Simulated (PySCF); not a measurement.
Computed structure and properties of SmH3(H2O)

System: SmH3(H2O) (singlet in the valence; each metal's 4f electrons, 5 of them, lie in its core potential, out of spins and levels); start: displaced along the imaginary mode (C1). Method: PySCF 2.14.0, RKS PBE0, Sm lcecp-1-SVP with ECP51, H def2-SVP, O def2-SVP; non-relativistic Hamiltonian with scalar-relativistic core potentials where named; density fitting; no spin-orbit coupling.

Input of the relaxation:

```python
mol = gto.M(atom='''
Sm     0.13581    -0.15471     0.15116
H      0.85067     1.68022     0.88000
H     -0.97175    -1.35559     1.42374
H      1.20043    -1.08543    -1.38787
O     -1.21015     1.29953    -1.28302
H     -1.00194     2.24289    -1.08617
H     -1.34328     1.21448    -2.25295''',
    basis={'Sm': 'lcecp-1-SVP', 'H': 'def2-SVP', 'O': 'def2-SVP'},
    ecp={'Sm': 'lcecp-1-SVP'},
    charge=0, spin=0)
mf = dft.RKS(mol, xc='PBE0')
mf.grids.atom_grid = (50, 194)  # f atoms: unpruned, at least (60, 302)
mf = mf.density_fit()  # fitting sets: Sm AutoAux, H def2-universal-JKFIT, O def2-universal-JKFIT
mf.conv_tol = 1e-08; mf.max_cycle = 55
mf.kernel(dm0)  # dm0: converged density of the start geometry
# quasi-Newton relaxation in Cartesian coordinates to a largest gradient under 0.00045 Eh/bohr, steps kept in the point group
```

Run from Python with OMP_NUM_THREADS=2; the lines above give its settings. Where DIIS fails, smearing, a level shift and second-order steps follow.
It took 50 s on 2 threads of Intel(R) Xeon(R) 6975P-C (Granite Rapids), on a shared host, from the converged density of the start.

Course of the relaxation:

```
step  energy above end (eV)  largest force component within the symmetry (eV/Å)
   0                 0.0894                                               0.808
   1                 0.0745                                               0.135
   2                 0.0733                                               0.042
   3                 0.0726                                               0.038
   4                 0.0722                                               0.038
   5                 0.0717                                               0.039
   6                 0.0703                                               0.068
   7                 0.0686                                               0.483
  20                 0.0012                                               0.057
  21                 0.0007                                               0.065
  22                 0.0003                                               0.042
  23                 0.0001                                               0.025
  24                 0.0000                                               0.016
  25                 0.0000                                               0.013
```
(The steps between are left out.)

Relaxed geometry (C1):

```xyz
7

Sm    0.0526   -0.2572   -0.0442
H     0.4131    1.8226    0.2980
H    -0.8971   -1.3171    1.4414
H     1.4655   -1.2853   -1.1342
O    -1.2807    1.2861   -1.2686
H    -0.6763    1.9026   -0.7146
H    -1.4174    1.6895   -2.1329
```

```tsv
contact	Å
Sm1–H2 (H)	2.138
Sm1–H3 (H)	2.057
Sm1–H4 (H)	2.059
Sm1–H6 (H2O)	2.376
```

Short contacts between ligands at the end: H2···H6 1.49 Å.

On the finer grid (75, 302):

- HOMO: -6.51 eV
- LUMO: -1.25 eV
- Dipole about the centre of mass: 4.04 D
- Set of Mulliken populations of Sm1 outside the core potential: s 2.53, p 6.40, d 1.28, f 0.03
- D3(BJ) dispersion energy (not in the energies): -0.078 eV

```json
{"atom": "Sm1", "Mulliken (e)": "0.76", "Löwdin (e)": "0.48", "spin (e)": "0.00"}
{"atom": "H2", "Mulliken (e)": "-0.35", "Löwdin (e)": "-0.21", "spin (e)": "0.00"}
{"atom": "H3", "Mulliken (e)": "-0.26", "Löwdin (e)": "-0.21", "spin (e)": "0.00"}
{"atom": "H4", "Mulliken (e)": "-0.26", "Löwdin (e)": "-0.21", "spin (e)": "0.00"}
{"atom": "O5", "Mulliken (e)": "-0.33", "Löwdin (e)": "-0.06", "spin (e)": "0.00"}
{"atom": "H6", "Mulliken (e)": "0.22", "Löwdin (e)": "0.09", "spin (e)": "0.00"}
{"atom": "H7", "Mulliken (e)": "0.22", "Löwdin (e)": "0.12", "spin (e)": "0.00"}
```

The 4f levels lie in the core potential and are missing. Their spin isn't counted.

On the grid (50, 194), as all that follows. Harmonic modes: a minimum; lowest 170 cm⁻¹ (negative: unstable), highest 3918 cm⁻¹, zero-point energy 1.028 eV.

Taking off one H (charge -1, singlet; the rest: singlet) in vacuum, both parts rigid, costs 9.84 eV; the small basis without counterpoise inflates it. Most of it is the attraction of opposite charges; other ways to part are cheaper, and one spin state was tried for the rest.

Rigid scan of H along the line from its metal:

(distance to H2 (Å), energy (eV)): (1.84, 0.367), (1.94, 0.147), (2.04, 0.034), (2.14, 0.000), (2.24, 0.027), (2.34, 0.100), (2.54, 0.339), (2.84, 0.828), (3.24, 1.551), (3.74, 2.410)

Taking off one H2O (charge 0, singlet; the rest: singlet) in vacuum, both parts rigid, costs 1.54 eV; the small basis without counterpoise inflates it.

Rigid scan of H2O along the line from its metal:

(distance to O5 (Å), energy (eV)): (2.08, 0.468), (2.18, 0.175), (2.28, 0.037), (2.38, 0.000), (2.48, 0.028), (2.58, 0.095), (2.78, 0.282), (3.08, 0.575), (3.48, 0.876), (3.98, 1.117)

One start shape was tried, so this needn't be the lowest isomer.

An lcecp potential fixes the number of 4f electrons, so in runs with it no electron can move into or out of that shell.
